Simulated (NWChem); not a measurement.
System: CH4AlO cation; SMILES [CH3][Al+][OH]

```xyz
7

Al     0.0169    -0.0757    -0.0043
C      0.0173     1.8272    -0.0089
H     -0.2026     2.1961     1.0058
H     -0.7526     2.1934    -0.7066
H      1.0053     2.1965    -0.3272
O      0.0112    -1.6863     0.0035
H      0.0226    -2.6424     0.0015
```
Atoms are numbered in this order, from 1.

All runs: NWChem. Pople sets run with spherical d functions. Coordinates come from a PBE0/def2-SVP optimisation. Vertical excitations in the gas phase; the lowest state need not have the same character in each row.

```
level                                     lowest excitation, singlet (eV)  oscillator strength of that lowest state  orbital gap (eV)
----------------------------------------  -------------------------------  ----------------------------------------  ----------------
PBE/6-31+G*, TDA                                                     5.90                                     0.025              5.73
B3LYP/6-31+G*, TDA                                                   6.52                                     0.024              7.74
LDA (Slater exchange, VWN5)/6-31+G*, TDA                       (withheld)                                     0.023              5.75
Hartree-Fock/6-31+G*, CIS                                            8.30                                     0.446             14.33
```

Q: Complete the blanks.

A: 
- LDA (Slater exchange, VWN5)/6-31+G*, TDA, lowest excitation, singlet (eV): 5.95
